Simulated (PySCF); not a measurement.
# Effect of structural changes

The calculation used TDDFT B3LYP/def2-SVPD circular dichroism and optical rotation, one conformer, gas phase in PySCF 2.14.0. Geometry: GFN2-xTB.

Each molecule in one low-energy conformer. The parent is C#C[C@@H]1N[C@@H]1CCC.

The molecule is flexible and this is one conformer; a measurement averages over conformers.

Problem. How does the specific rotation at 589.3 nm (origin-invariant length gauge) change along this series?
- C#C[C@@H]1N[C@@H]1CCC (base)
- C#C[C@H]1N[C@@H]1CCC (diastereomer)

Solution. 
| molecule | [α]589 (deg dm⁻¹ (g/mL)⁻¹) | S1 (eV) | R(S1), velocity form (10⁻⁴⁰ esu² cm²) |
| --- | --- | --- | --- |
| C#C[C@@H]1N[C@@H]1CCC | -24.9 | 5.92 | +19.6 |
| C#C[C@H]1N[C@@H]1CCC | +201.7 | 5.94 | -27.8 |

The specific rotation at 589.3 nm (origin-invariant length gauge) is lowest for C#C[C@@H]1N[C@@H]1CCC and highest for C#C[C@H]1N[C@@H]1CCC.
